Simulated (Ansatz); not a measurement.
The cluster Cu3Br4⁻. Total charge -1; singlet. Geometry PBE-D4/def2-SVPD, basis def2-SVP, Ansatz.

| atom | x (Å) | y (Å) | z (Å) |
| --- | --- | --- | --- |
| Cu1 | -1.2773 | 0.5580 | 0.4020 |
| Cu2 | 1.0665 | -0.1414 | 0.9715 |
| Cu3 | 0.1840 | -0.4857 | -1.3542 |
| Br4 | 2.0951 | -1.7240 | -0.5428 |
| Br5 | 0.7464 | 1.9805 | -0.5633 |
| Br6 | -2.2190 | -0.3990 | -1.6076 |
| Br7 | -0.5957 | 0.2117 | 2.6945 |

```json
{"run": "A", "HOMO (eV)": "-1.40", "LUMO (eV)": "2.84"}
{"run": "B", "HOMO (eV)": "-0.50", "LUMO (eV)": "2.26"}
{"run": "C", "HOMO (eV)": "-0.83", "LUMO (eV)": "2.33"}
{"run": "D", "HOMO (eV)": "-0.71", "LUMO (eV)": "2.57"}
{"run": "E", "HOMO (eV)": "-2.21", "LUMO (eV)": "2.99"}
```

Another isomer (singlet) lies 0.03 eV lower at r2SCANh-D4/def2-SVP; other spin states weren't run for this one.

Q: The runs used B97M-V, PBE, PBE0, r2SCAN, r2SCANh. Estimate which is which.

A: A r2SCANh (10 % exact exchange); B PBE (0 % exact exchange); C B97M-V (0 % exact exchange); D r2SCAN (0 % exact exchange); E PBE0 (25 % exact exchange). Exact exchange lowers occupied and raises empty levels; among semilocal functionals meta-GGAs tend to open the gap a little, and such runs are hard to tell apart. The gap grows from 2.75 eV (PBE) to 5.20 eV (PBE0).
